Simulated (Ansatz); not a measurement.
Species: sum formula SiNHCl₃ (charge 0, doublet). It need not be the lowest isomer of its formula. 
Geometry from a B3LYP-D3(BJ)/def2-TZVP (Ansatz, a program for electronic structure) optimisation:
```xyz
6

N      1.7873    -0.1058    -0.9135
Si     0.2448    -0.0184    -0.1325
Cl     0.3378    -0.9796     1.6693
Cl    -0.2734     1.9409     0.1352
Cl    -1.1508    -0.9225    -1.2977
H      2.5306     0.3373    -0.3661
```
Charge 0, spin multiplicity 2.

Basis-set convergence of Hartree-Fock and CCSD correlation energies (hartree) with Ansatz. Valence correlation only, unless marked. UHF or UKS for open shells. Spin-orbit coupling is left out. Non-relativistic.

```json
[
 {"basis": "cc-pV(D+d)Z", "functions": "111", "E(HF)": "-1722.62776", "E(corr, CCSD)": "-0.68200"},
 {"basis": "cc-pV(T+d)Z", "functions": "200", "E(HF)": "-1722.71200", "E(corr, CCSD)": "-0.90056"},
 {"basis": "cc-pV(Q+d)Z", "functions": "341", "E(HF)": "-1722.73031", "E(corr, CCSD)": "-0.97628"}
]
```

Extrapolating the two largest sets (X = 3 and 4) as X^-3: E(corr) = (64·(-0.97628) - 27·(-0.90056))/37 = -1.0315 Eh, an estimate of the basis-set limit. The largest set recovers 94.6 % of it, the smallest 66.1 %.
